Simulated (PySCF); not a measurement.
C2H8N2, charge +1, doublet, geometry from GFN2-xTB (a state made from the parent by changing its charge; the spin is typed, not shown lowest). Base run: PySCF with TPSS/6-31G.

Here is a job for PySCF.
```python
from pyscf import gto, scf, dft

mol = gto.Mole()
mol.atom = '''
    N     1.778911    0.550319   -0.017299
    C     0.528591    0.367345    0.525254
    C    -0.528591   -0.367345   -0.525254
    N    -1.778911   -0.550319    0.017299
    H     2.435603   -0.214691   -0.053969
    H     1.954778    1.321030   -0.644121
    H     0.060921    1.322367    0.768963
    H     0.567518   -0.295666    1.390746
    H    -0.060921   -1.322367   -0.768963
    H    -0.567518    0.295666   -1.390746
    H    -2.435603    0.214691    0.053969
    H    -1.954778   -1.321030    0.644121
'''
mol.basis = '6-31g'
mol.charge = 1
mol.spin = 1
mol.verbose = 4
mol.build()

mf = dft.UKS(mol)
mf.xc = 'tpss'
mf.kernel()
mf.analyze()
```

Variants of this job, named by their change:

```
change                             ΔE vs base (mEh)  fitting functions
---------------------------------  ----------------  -----------------
base                                          0.000                  -
auxbasis = cc-pvtz-ri                        -0.244                564
auxbasis = cc-pvqz-jkfit                     -0.031                832
auxbasis = cc-pvdz-jkfit                     -0.133                464
auxbasis = even-tempered beta=3.0           -10.289                242
auxbasis = even-tempered beta=2.0            -7.560                362
auxbasis = cc-pvtz-jkfit                     -0.057                556
auxbasis = def2-tzvp-ri                      -0.236                424
auxbasis = autoaux                           -7.267                398
auxbasis = even-tempered beta=1.6            -6.776                534
```

A fitting set is made for a task (jfit for Coulomb, jkfit for Coulomb and exchange, ri for correlation) and for a family of orbital bases.

Open shells are given as the SCF converged; they aren't shown to be the lowest states, and a large step between rows can be another state.
